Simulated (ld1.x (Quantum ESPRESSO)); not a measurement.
Pd: one change to an ultrasoft potential, before and after

Pd, ultrasoft, made with ld1.x (Quantum ESPRESSO) 7.5 (PBE, scalar-relativistic). Core [Kr], reference 4d9 5s0 5p0 (charge +1). Waves: 5s (bound, empty): rcut 1.85, rcutus 2.25 bohr; 5s channel at 2.8 Ry: rcut 1.85, rcutus 2.25 bohr; 5p (bound, empty): rcut 2.10, rcutus 2.75 bohr; 5p channel at 0.1 Ry: rcut 2.10, rcutus 2.75 bohr; 4d (bound): rcut 1.65, rcutus 1.75 bohr; 4d channel at -0.5 Ry: rcut 1.65, rcutus 1.75 bohr; 4f channel at -0.15 Ry: rcut 2.40, rcutus 3.05 bohr. Local part: all-electron potential smoothed inside 2.35 bohr (lloc = -1). Core correction: a·sin(br)/r model core inside 1.15 bohr. Augmentation charge: built from norm-conserving waves at rcut, not smoothed further.

All-electron outer shells of the reference configuration (PBE, scalar-relativistic, ld1.x):

| shell | level (eV) | outermost node (bohr) | outermost maximum (bohr) |
| --- | --- | --- | --- |
| 4p | -62.47 | 0.46 | 0.91 |
| 4d | -14.61 | 0.45 | 1.09 |
| 5s | -11.04 | 1.14 | 2.45 |
| 5p | -6.25 | 1.29 | 3.15 |

Change: all radii but the core radius scaled by about 0.76 (s 1.72, p 2.10, d 1.34, f 2.32 bohr, rcut 1.40/1.60/1.26/1.82); local potential all-electron potential smoothed inside 1.78 bohr (lloc = -1).

Cutoffs: the cutoffs (Ry, on a coarse ladder) from which the occupation-weighted sum of valence levels, in a spherical-Bessel basis at the reference potential, stays within 10 and 1 mRy of its value at 400 Ry; they do not see the model core or the augmentation charge, which bear on the density cutoff. Errors are all-electron minus pseudo energies relative to the spin-unpolarised reference configuration.

Predict the effect on cutoff, ghosts and configuration errors.

The potential gets harder (35 Ry and 55 Ry → 60 Ry and 100 Ry); a bound ghost appears in p, s, which as a rule spoils a file; the number of tests that count goes from 7 to 5; the errors of the 5 common tests hardly move. A smaller radius makes the pseudo-wave follow the all-electron one further in, where it bends more sharply, so more plane waves are needed.

| quantity | base | changed |
| --- | --- | --- |
| cutoff, loose | 35 Ry | 60 Ry |
| cutoff, tight | 55 Ry | 100 Ry |
| bound ghosts | none | s, p |
| tests counted (converged, no solver errors) | 7 of 7 | 5 of 7 |
| error for 4d10 5s0 5p0, meV [ΔE -9.12 eV] | -18 | -18 |
| error for 4d8 5s0 5p0, meV [ΔE 20.82 eV] | -63 | -63 |
| error for 4d7 5s0 5p0, meV [ΔE 55.18 eV] | -361 | -364 |
| error for 4d9.5 5s0 5p0, meV [ΔE -5.88 eV] | -6.5 | -6.5 |
| error for 4d6 5s0 5p0, meV [ΔE 104.52 eV] | -1077 | -1084 |
| lowest overlap eigenvalue by channel | s 0.52, p 0.52, d 0.97, f 1.00 | s 0.02, p 1.00, d 0.89, f 1.00 |

Changed file: Tests not counted: 4d8 5s1 5p0 (solver errors, printed error -3.9 eV); 4d9 5s0 5p1 (solver errors, printed error -2.2 eV). A true bound ghost makes a file unfit for plane-wave use even where its test errors are small: the radial tests pick states by their node count and pass the ghost by. Where a test does run into it, the solver fails or the error is huge.
